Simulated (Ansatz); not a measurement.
Start from `C[CH2][Al]([NH2])[OH]` and change one atom or group to get `C[CH2][Al]([OH])[OH]`.

Ansatz, PBE0-D4/def2-TZVP geometries, multiplicity 1. Each molecule was computed in one conformer, which needn't be the lowest.

```
                                          property  `C[CH2][Al]([NH2])[OH]`
    size of the dipole moment (PBE/def2-TZVPP) / D                     1.67
                HOMO energy (PBE0/def2-TZVPP) / eV                    -7.26
                LUMO energy (PBE0/def2-TZVPP) / eV                     0.12
size of the dipole moment (ωB97M-V/def2-TZVPP) / D                     1.71
  size of the dipole moment (B3LYP/def2-TZVPP) / D                     1.71
                 HOMO energy (PBE/def2-TZVPP) / eV                    -5.83
```

Task: Give the same properties after the change, and the shifts. (Best estimate.)

Result: Computed: 
```csv
property,`C[CH2][Al]([OH])[OH]`,shift
size of the dipole moment (PBE/def2-TZVPP) / D,1.34,-0.33
HOMO energy (PBE0/def2-TZVPP) / eV,-7.78,-0.52
LUMO energy (PBE0/def2-TZVPP) / eV,-0.06,-0.18
size of the dipole moment (ωB97M-V/def2-TZVPP) / D,1.42,-0.29
size of the dipole moment (B3LYP/def2-TZVPP) / D,1.41,-0.30
HOMO energy (PBE/def2-TZVPP) / eV,-6.46,-0.63
```

With PBE0 the HOMO falls by 0.52 eV and the LUMO falls by 0.18 eV, so the gap widens by about 0.34 eV. PBE moves the HOMO by -0.63 eV and ωB97M-V by -0.35 eV. The zero-point energy changes by -30.9 kJ/mol with -3 modes. Dipoles are sizes alone; their direction can turn.

B3LYP here is the variant with VWN-RPA as its local correlation; programs differ in this.
